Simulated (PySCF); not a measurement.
## Excitation energy of Te²⁺ by level of theory

Te²⁺ [Kr] 4d10 5s2 5p2 (3P) → Te²⁺ [Kr] 4d10 5s2 5p1 5d1 (high-spin determinant), as a difference of total energies. All numbers are calculated (PySCF 2.14, scalar relativity through the core potential, in aug-cc-pVTZ-PP with ECP28MDF (6s5p4d2f, 55 functions)). Correlated levels: valence: 4s2 4p6 4d10 frozen. The calculations carry no spin-orbit coupling.

| method | excitation energy (eV) |
| --- | --- |
| UHF | 13.078 |
| LDA | 12.203 |
| PBE | 11.999 |
| PBE0 | 12.362 |
| r2SCAN | 12.513 |
| r2SCAN0 | 12.729 |
| B97-3 | 12.371 |
| PBEsol | 12.088 |
| wB97X | 12.729 |
| MP2 (valence) | 12.681 |
| SCS-MP2 (valence) | 12.677 |

Q: How much does correlation contribute at MP2 (valence)?

A: 12.681 − (13.078) = -0.397 eV, measured against UHF.

The promoted electron is Rydberg-like, and one or two diffuse shells describe it only roughly, which tends to raise the upper state.

The determinant of the upper state mixes LS terms, which raises its energy above the lowest term, most at the Hartree-Fock and MP2 levels.
